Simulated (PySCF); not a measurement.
Excitations are Tamm–Dancoff values on a coarser integration grid. The basis has no diffuse functions, so Rydberg states are missing or too high.

Species: CH3BN2, SMILES `B(N)=C=N` (charge 0, multiplicity 1).

What S1 oscillator strength, S1 excitation (TDA) and LUMO does r2SCAN-D4/def2-TZVP in PySCF give?


| Item | Result |
|---|---|
| S1 oscillator strength | 0.001 |
| S1 excitation (TDA) | 1.73 eV |
| LUMO | -2.59 eV |
